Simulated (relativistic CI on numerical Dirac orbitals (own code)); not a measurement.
# Hyperfine structure of I²³⁺, mass number 129

Calculated at this level of theory: Dirac-Coulomb-Breit CI, KLI orbitals optimised for each configuration, QED by a radiative potential, unscaled Slater integrals (own radial code, finite nucleus).

Configurations in the expansion (outside the closed core [Ar] 3d10): 4s², 4s4p, 4p², 4s4d, 4d², 4s4f, 4p4d, 4f², 4p4f, 4d4f, 4s5s, 4s5p, 4s5d, 4s5f, 4s5g, 4s6s. Levels of other configurations are missing.

Nuclear spin I = 7/2, μ = 2.6165 μN, Q = -0.483 b (tables of Stone and Pyykkö). The electronic factors are computed for point nuclear moments, without core polarisation or the Bohr-Weisskopf and QED corrections.

| Level | E (cm⁻¹) | A (GHz) | B (GHz) |
| --- | --- | --- | --- |
| 4s4p ³P°1 | 376919 | 134.5 | 5.34 |
| 4s4p ³P°2 | 482818 | 67.21 | -13.5 |
| 4s4p ¹P°1 | 580519 | -27.32 | -11.8 |
| 4p² ³P1 | 928086 | -4.089 | -6.75 |
| 4p² ¹D2 | 932401 | 24.65 | -11.9 |
| 4p² ³P2 | 1053711 | 10.71 | 1.19 |
| 4s4d ³D1 | 1185956 | -52.84 | -1.04 |
| 4s4d ³D2 | 1194450 | 33.27 | -1.6 |

Levels with J = 0, under 50 % of one LS term, or S terms without an open s electron are left out. Small factors come from cancelling terms and can be off by tens of per cent or more.

At this charge energies of transitions that change n are usually good to better than 1 %, and those within a shell (Δn = 0) to a few per cent.

Question: Give the hyperfine levels of 4s4p ³P°1 relative to its centre of gravity.

Answer: With K = F(F + 1) − I(I + 1) − J(J + 1), E = AK/2 + B[¾K(K + 1) − I(I + 1)J(J + 1)]/[2I(2I − 1)J(2J − 1)]: F = 5/2: -602.6, F = 7/2: -138.4, F = 9/2: 472.3 GHz.

LS names give the leading component of a level, which can be under half, so a name can repeat, a term be missing and a line seem to break the LS rules.
